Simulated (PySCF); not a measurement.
In(I)(OH)2 (H2IInO2), SMILES [I][In]([OH])[OH]. Atoms are numbered in the order given.

```xyz
6

In    -0.0026    -1.0221     0.0000
I     -0.0068     1.6543     0.0000
O     -1.7314    -2.0218     0.0000
H     -1.5656    -2.9769     0.0000
O      1.6792    -2.1111     0.0000
H      2.4706    -1.5530     0.0000
```

Geometry optimised at B3LYP-D3(BJ)/def2-SVP. The def2 effective core potentials stand for the cores of I, In; spin–orbit coupling is left out. Other conformers were not sampled.

Level of theory: TDA-B3LYP/def2-SVPD in PySCF 2.14.0.

Vertical excitations.  State labels are in the subgroup Cs.

```json
[
 {"state": "S1", "symmetry": "A'", "energy (eV)": "3.87", "λ (nm)": "320", "f": "0.016", "main pairs": "HOMO→LUMO 99 %"},
 {"state": "S2", "symmetry": "A\"", "energy (eV)": "3.91", "λ (nm)": "317", "f": "0.005", "main pairs": "HOMO−1→LUMO 99 %"},
 {"state": "S3", "symmetry": "A\"", "energy (eV)": "4.46", "λ (nm)": "278", "f": "0.000", "main pairs": "HOMO−2→LUMO 99 %"},
 {"state": "S4", "symmetry": "A\"", "energy (eV)": "5.02", "λ (nm)": "247", "f": "0.036", "main pairs": "HOMO−4→LUMO 98 %"},
 {"state": "S5", "symmetry": "A\"", "energy (eV)": "5.27", "λ (nm)": "235", "f": "0.000", "main pairs": "HOMO→LUMO+1 100 %"},
 {"state": "S6", "symmetry": "A'", "energy (eV)": "5.28", "λ (nm)": "235", "f": "0.047", "main pairs": "HOMO−1→LUMO+1 52 %, HOMO−3→LUMO 44 %"},
 {"state": "S7", "symmetry": "A'", "energy (eV)": "5.53", "λ (nm)": "224", "f": "0.040", "main pairs": "HOMO−5→LUMO 61 %, HOMO−2→LUMO+1 27 %"},
 {"state": "S8", "symmetry": "A'", "energy (eV)": "6.05", "λ (nm)": "205", "f": "0.311", "main pairs": "HOMO−1→LUMO+1 31 %, HOMO−3→LUMO 26 %, HOMO−6→LUMO 11 %, HOMO−4→LUMO+1 10 %"},
 {"state": "S9", "symmetry": "A\"", "energy (eV)": "6.39", "λ (nm)": "194", "f": "0.002", "main pairs": "HOMO−3→LUMO+1 98 %"},
 {"state": "S10", "symmetry": "A'", "energy (eV)": "6.66", "λ (nm)": "186", "f": "0.035", "main pairs": "HOMO−6→LUMO 23 %, HOMO−4→LUMO+1 23 %, HOMO→LUMO+2 18 %, HOMO−2→LUMO+1 13 %"},
 {"state": "T1", "symmetry": "A'", "energy (eV)": "3.48", "λ (nm)": "356", "f": "0", "main pairs": "HOMO→LUMO 98 %"},
 {"state": "T2", "symmetry": "A\"", "energy (eV)": "3.58", "λ (nm)": "347", "f": "0", "main pairs": "HOMO−1→LUMO 99 %"},
 {"state": "T3", "symmetry": "A\"", "energy (eV)": "4.11", "λ (nm)": "302", "f": "0", "main pairs": "HOMO−2→LUMO 97 %"},
 {"state": "T4", "symmetry": "A'", "energy (eV)": "4.35", "λ (nm)": "285", "f": "0", "main pairs": "HOMO−3→LUMO 97 %"}
]
```
Triplets are in the Tamm–Dancoff approximation.
